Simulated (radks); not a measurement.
All-electron atom: the gadolinium ion Gd6+ in [Xe] 4f(5/2: 4, 7/2: 0) (not the ground configuration). Method: Dirac Kohn-Sham, PBE, spin-unpolarised, spherical densities, finite nucleus; Fermi nuclear charge, rms radius 5.1569 fm; computed with a radial shooting solver on a logarithmic mesh with Libxc functionals.

Normalised radial functions P(r) = r R(r) (large component), r in bohr:

```
   r/bohr * 4p3/2, o 5s1/2 (the largest magnitude, 1.47, reaches the edge; | marks zero, & curves that meet)
 0.002346                             * o
 0.003528                             * o
 0.005348                             |* o
 0.008042                             |* o
  0.01219                             |  &
  0.01833                             | o  *
  0.02757                             o       *
  0.04179                         o   |          *
  0.06284                        o    |         *
   0.0945                           o |*
   0.1433                 *           |     o
   0.2154               *             |     o
   0.3266                       o     |      *
   0.4911                   o         |                          *
   0.7385                             |      o             *
    1.119                             |     *             o
    1.684                             |*          o
    2.532                             * o
    3.838                             &
```

4p3/2: eigenvalue -362.43 eV, 2 radial nodes at r = 0.0977, 0.294 bohr, <r> = 0.588 bohr, 90 % of the charge inside 0.853 bohr. 5s1/2: eigenvalue -127.40 eV, 4 radial nodes at r = 0.0266, 0.106, 0.276, 0.646 bohr, <r> = 1.23 bohr, 90 % of the charge inside 1.75 bohr.
